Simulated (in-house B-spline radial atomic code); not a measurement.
The numbers below are computed, except where a source is named.
Stopping and range of 50 keV Se in InSb

The pair potential comes from two frozen, spherical free-atom densities (PBE, B-spline radial code, scalar-relativistic past argon): electrostatics plus the change in Thomas-Fermi kinetic and Dirac exchange energy where they overlap, the recipe behind the universal ZBL potential, which averages such potentials (from solid-state densities) over many pairs. It is written V = (Z1 Z2 e²/r) φ(r/a), with e² = 14.3996 eV·Å and a = 0.46850 Å/(Z1^0.23 + Z2^0.23); ZBL's fit is φ = 0.18175 e^(−3.1998x) + 0.50986 e^(−0.94229x) + 0.28022 e^(−0.4029x) + 0.02817 e^(−0.20162x). Where φ falls below 4e-4 it is continued as an exponential.

The target is taken as amorphous, with density 5.77 g/cm³ (NSM archive of the Ioffe Institute); channelling is ignored. Masses: Se 78.97, In 114.82, Sb 121.76 u. Nuclear stopping is S_n = 4π a Z1 Z2 e² M1/(M1 + M2) × s_n(ε), with s_n integrated over impact parameters for each pair. Electronic stopping is Lindhard and Scharff's S_e = Z1^(1/6) 8π e² a0 Z1 Z2/(Z1^(2/3) + Z2^(2/3))^(3/2) × v/v0, with a0 = 0.529177 Å and v = v0 at 24.801 keV/u; it misses the oscillations with Z1 seen in experiment, which reach tens of per cent. Compounds add by atom fraction.

| target atom | a (Å) | ε at this energy | s_n, this pair | s_n, ZBL potential |
| --- | --- | --- | --- | --- |
| In | 0.09972 | 0.1231 | 0.3314 | 0.3277 |
| Sb | 0.09925 | 0.1206 | 0.3304 | 0.3267 |

**Question.** What are the atom density and the stopping powers at entry?

**Answer.** N = 5.77 × 0.602214/118.29 = 0.02938 atoms/Å³. For In: S_n = 12250 × 0.3314 = 4060 eV·Å², S_e = 3.5151 × √50000 = 786 eV·Å². For Sb: S_n = 12250 × 0.3304 = 4048 eV·Å², S_e = 3.5770 × √50000 = 799.8 eV·Å². Averaged over the target's atoms (half each) and times N × 10 Å/nm, the ion loses N S_n = 1190 eV/nm to recoils and N S_e = 233 eV/nm to electrons; the nuclear share is 84 %.

Along the track:

```tsv
E (keV)	N S_n (eV/nm)	N S_e (eV/nm)
2.5	484	52.1
7.5	741	90.2
15	922	128
25	1050	165
37.5	1140	202
50	1190	233
```

**Question.** Estimate the path length and the projected range.

**Answer.** With continuous slowing down the path is the integral of dE/(N (S_n + S_e)). Trapezoids over the table give 43.5 nm, and the stretch below the first row, with stopping taken as √E, adds 2E/(N S) = 9.3 nm: 52.8 nm in all, against 51.8 nm on a fine grid from 5 eV. Deflections shorten the depth: to first order in the energy passed on, N (S_n + S_e) dR_p/dE = 1 − N S_n (M2/M1) R_p/(2E), summed over the target's atoms, and integrating this on the fine grid gives R_p = 25.4 nm, 0.49 of the path. Lindhard's rule of thumb R/(1 + M2/3M1), with mean M2/M1 = 1.50, gives 34.5 nm. On the ZBL potential the same equation gives 25.7 nm, and the full integral equation, which keeps hard collisions, 27.3 nm.
